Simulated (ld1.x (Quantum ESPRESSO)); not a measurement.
# Transferability test, TM potential for manganese (Mn)

Mn (Z = 25), norm-conserving Troullier–Martins (Kleinman–Bylander form), made with ld1.x (Quantum ESPRESSO) 7.5 (PBE, scalar-relativistic). Core [Ne] 3s2, reference 3p6 3d5 4s1.5 4p0 (charge +0.5). Waves: 3p (bound): rc 1.25 bohr; 3d (bound): rc 0.95 bohr; 4s (bound): rc 2.70 bohr. Local part: the s channel. Core correction: a·sin(br)/r model core inside 0.50 bohr.

Energies are relative to the spin-unpolarised reference configuration 3p6 3d5 4s1.5 4p0; without spin polarisation the order of configurations can differ from experiment. Not all tests gave a result: 3 of 7 tests not solved or not reliable. The frozen-core shift is the all-electron ΔE with the core orbitals held at their reference shape minus the fully relaxed ΔE.

| valence configuration | charge | ΔE all-electron (eV) | error AE − PS (meV) | frozen-core shift (meV) |
| --- | --- | --- | --- | --- |
| 3p6 3d5 4s1 4p0 | +1 | 5.055 | -2.2 | n/a |
| 3p6 3d5 4s0 4p0 | +2 | 20.654 | -32 | n/a |

Task: What are ΔE and the potential's error for 3p6 3d4 4s2 4p0?

Result: ΔE = 9.826 eV all-electron; the error (AE − PS) is -268 meV.

Task: What are ΔE and the potential's error for 3p6 3d3 4s0 4p0?

Result: ΔE = 103.935 eV all-electron; the error (AE − PS) is -1265 meV.

Levels in the configuration 3p6 3d3 4s0 4p0:

| level | all-electron (eV) | pseudo (eV) |
| --- | --- | --- |
| 3p | -110.647 | -112.394 |
| 3d | -60.726 | -62.026 |

These tests converged, but a pseudo level misses the all-electron one widely, so the file describes the atom poorly there or has found another state: 3p6 3d3 4s0 4p0: empty 4p by 4.5 eV (a node warning on the way).
